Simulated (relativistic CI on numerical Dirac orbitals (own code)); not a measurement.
Rh⁴⁺: resonant inelastic scattering at the M2,3 edge

Computed with this model: Dirac-Coulomb-Breit CI, orbitals from a KLI potential per configuration, model QED (radiative potential, 1s self-energy scaled to tabulated hydrogen-like ionisation energies), valence Slater integrals scaled by 0.7, Kramers-Heisenberg scattering through one core-hole configuration in a parametric crystal field; configurations [Kr] 4d5 → [Ne] 3s2 3p5 3d10 4s2 4p6 4d6; 300 K; core-hole width 2 eV; summed over polarisations. Incident energies are the highest absorption maxima for each field (at most a few, so the weaker spin-orbit partner edge can be absent), on the computed scale of the free ion. Intensities are in per cent of the strongest line above 0.02 eV; levels within 1 cm⁻¹ are merged; final levels count from the ground level, the first row holds all elastic scattering, lines under 0.4 are left out and each table stops after 24 rows. The scale of the Slater integrals is a model choice and moves the terms in proportion.

Field parameters in Wybourne normalisation: D4h B²₀ = −7Ds, B⁴₀ = 21(Dq − Dt), B⁴₄ = 21√(5/14) Dq. The field is a parameter set, without covalency, and values of 10Dq over about 45,000 cm⁻¹ lie beyond real compounds.

S is read from ⟨S²⟩ = S(S + 1).

D4h, 10Dq = 45700, Ds = -1500, Dt = 580 cm⁻¹:

```tsv
Final level (eV)	Degeneracy	Irrep	S	501.6 eV	505.9 eV	531.2 eV
0.000	2	Γ7	0.51	247.5	792.1	91.4
0.241	2	Γ6	0.51	63.5	17.4	4.9
1.040	2	Γ7	0.51	100.0	7.9	1.0
3.534	2	Γ6	1.50	0.5	11.0	4.2
3.561	2	Γ7	1.50	1.7	41.3	18.2
3.788	2	Γ7	1.49	1.6	26.9	9.6
3.833	2	Γ6	1.50	0.9	25.6	12.7
4.086	2	Γ7	1.51	0.3	4.1	2.2
4.155	2	Γ7	1.50	1.6	27.1	16.1
4.191	2	Γ6	1.50	0.0	3.3	1.1
4.211	2	Γ6	1.49	0.5	13.8	3.8
4.756	2	Γ6	0.59	7.3	93.9	17.0
4.850	2	Γ7	0.64	3.8	67.0	17.7
4.954	2	Γ7	0.90	2.5	41.0	15.5
5.025	2	Γ6	1.45	0.4	8.2	16.5
5.044	2	Γ6	1.46	0.3	9.8	5.6
5.109	2	Γ7	1.41	0.7	11.4	12.6
5.158	2	Γ6	0.57	1.3	30.1	14.8
5.234	2	Γ7	1.25	0.6	10.5	6.1
5.352	2	Γ7	0.53	8.2	89.8	20.8
5.473	2	Γ6	0.51	0.7	15.5	3.7
5.640	2	Γ6	0.52	0.7	13.1	10.4
5.690	2	Γ7	0.53	2.1	35.0	7.1
5.717	2	Γ6	0.53	0.1	5.5	1.1
```

D4h, 10Dq = 45700, Ds = -860, Dt = 580 cm⁻¹:

```
Final level (eV)  Degeneracy  Irrep     S  501.6 eV  505.9 eV  531.2 eV
           0.000           2     Γ7  0.51     248.6     819.7      92.8
           0.248           2     Γ6  0.51      67.4      17.0       4.4
           0.827           2     Γ7  0.51     100.0       8.6       1.0
           3.462           2     Γ6  1.50       0.6      12.5       4.3
           3.490           2     Γ7  1.50       1.9      39.7      17.7
           3.945           2     Γ7  1.50       1.1      19.0       5.8
           4.038           2     Γ6  1.50       0.8      24.3      13.0
           4.073           2     Γ7  1.51       1.0      18.5       8.3
           4.146           2     Γ6  1.49       0.9      21.1       6.0
           4.182           2     Γ6  1.49       0.1       4.2       2.4
           4.193           2     Γ7  1.50       1.3      25.0      13.9
           4.688           2     Γ6  0.84       7.3      93.6      10.9
           4.766           2     Γ7  1.10       1.9      40.6      12.3
           4.795           2     Γ7  1.33       2.0      33.5       9.7
           4.799           2     Γ6  1.48       0.3       9.8       6.0
           4.816           2     Γ6  1.29       0.6       5.4      19.6
           4.912           2     Γ7  0.99       2.4      31.5      17.8
           5.077           2     Γ7  0.86       1.5      23.7      14.3
           5.249           2     Γ6  0.52       1.6      34.3      12.6
           5.319           2     Γ7  0.52       7.1      83.1      20.3
           5.440           2     Γ6  0.51       0.6      12.4       3.1
           5.629           2     Γ7  0.53       2.1      32.7      12.0
           5.668           2     Γ6  0.53       0.2       7.4       1.4
           5.831           2     Γ6  0.52       0.8      17.4      14.1
```

D4h, 10Dq = 45700, Ds = -210, Dt = 580 cm⁻¹:

```tsv
Final level (eV)	Degeneracy	Irrep	S	501.5 eV	505.8 eV	531.2 eV
0.000	2	Γ7	0.51	271.2	829.0	90.6
0.259	2	Γ6	0.51	74.3	16.4	3.9
0.619	2	Γ7	0.51	100.0	8.8	1.2
3.391	2	Γ6	1.50	0.6	14.1	4.3
3.422	2	Γ7	1.50	1.9	39.2	16.5
3.955	2	Γ7	1.50	0.4	8.5	2.6
4.016	2	Γ7	1.50	1.3	29.6	11.4
4.017	2	Γ6	1.49	1.6	31.2	8.8
4.020	2	Γ6	1.50	0.4	13.8	6.5
4.347	2	Γ6	1.49	0.5	11.6	9.7
4.358	2	Γ7	1.49	1.4	26.5	11.1
4.588	2	Γ7	1.40	0.4	15.9	6.1
4.595	2	Γ6	1.28	3.8	47.8	5.1
4.604	2	Γ7	1.44	1.6	33.1	15.1
4.615	2	Γ6	1.48	0.7	13.9	4.3
4.692	2	Γ6	0.86	3.6	40.3	23.0
4.838	2	Γ7	0.63	3.8	52.8	19.4
4.986	2	Γ7	0.65	2.1	31.7	16.7
5.258	2	Γ7	0.52	4.9	62.4	18.3
5.279	2	Γ6	0.52	1.6	32.1	7.4
5.369	2	Γ6	0.52	0.9	18.7	6.8
5.531	2	Γ7	0.53	3.1	45.0	15.8
5.607	2	Γ6	0.52	0.6	12.6	2.1
5.997	2	Γ7	0.52	0.7	13.3	3.8
```

For the first field the strongest loss at the lowest incident energy is the level at 1.04 eV (S = 0.51, against 0.51 in the thermal ground state). Levels of other spin, the first over 8 % at 3.53 eV, appear because spin-orbit coupling of the core hole, and in heavier ions of the valence shell too, mixes spins.
